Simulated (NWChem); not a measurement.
BaF cation; SMILES [F][Ba+]

All runs: NWChem. def2 effective core potentials on Ba; no spin-orbit coupling. The level has its own optimisation; frequencies are unscaled.

Estimate the computed values for B3LYP/def2-TZVP. Quantities: r Ba–F (Å); highest harmonic frequency (cm⁻¹); zero-point energy (kcal/mol).


```json
{
  "r Ba–F (Å)": "2.125",
  "highest harmonic frequency (cm⁻¹)": "524",
  "zero-point energy (kcal/mol)": "0.7"
}
```
